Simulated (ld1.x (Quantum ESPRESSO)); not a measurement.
## Before and after: RRKJ potential for indium (In)

indium (In), norm-conserving RRKJ (Kleinman–Bylander form), made with ld1.x (Quantum ESPRESSO) 7.5 (PBE, scalar-relativistic). Core [Kr] 4d10, reference 5s2 5p0 (charge +1). Waves: 5p (bound, empty): rc 2.75 bohr; 5s (bound): rc 1.95 bohr. Local part: the s channel. Core correction: none.

All-electron outer shells of the reference configuration (PBE, scalar-relativistic, ld1.x):

```csv
shell,level (eV),outermost node (bohr),outermost maximum (bohr)
5s,-14.92,1.02,2.11
5p,-8.43,1.14,2.64
```

Change: wave 5s (bound): rc 1.95 bohr becomes 5s (bound): rc 2.22 bohr.

Cutoffs: the cutoffs (Ry, on a coarse ladder) from which the occupation-weighted sum of valence levels, in a spherical-Bessel basis at the reference potential, stays within 10 and 1 mRy of its value at 400 Ry; they do not see the model core or the augmentation charge, which bear on the density cutoff. Errors are all-electron minus pseudo energies relative to the spin-unpolarised reference configuration.

Task: What does the change do?

Result: The potential gets neither clearly harder nor softer (18 Ry and 30 Ry → 18 Ry and 30 Ry); the errors of the 7 common tests hardly move; neither file shows a bound ghost.

```tsv
quantity	base	changed
cutoff, loose	18 Ry	18 Ry
cutoff, tight	30 Ry	30 Ry
bound ghosts	none	none
error for 5s2 5p1, meV [ΔE -5.36 eV]	+43	+43
error for 5s1 5p0, meV [ΔE 19.23 eV]	+90	+90
error for 5s2 5p0.5, meV [ΔE -3.42 eV]	+15	+15
error for 5s0 5p3, meV [ΔE 6.58 eV]	+230	+231
error for 5s1 5p2, meV [ΔE 0.48 eV]	+105	+105
error for 5s1 5p1, meV [ΔE 6.59 eV]	+36	+35
error for 5s2 5p1.3, meV [ΔE -5.90 eV]	+59	+59
s: phases at 3.01 bohr within 0.05 rad from the reference energy up to (Ry; the scan ends near 5)	1.4	1.3
p: phases at 3.01 bohr within 0.05 rad from the reference energy up to (Ry; the scan ends near 5)	2.5	2.5
```
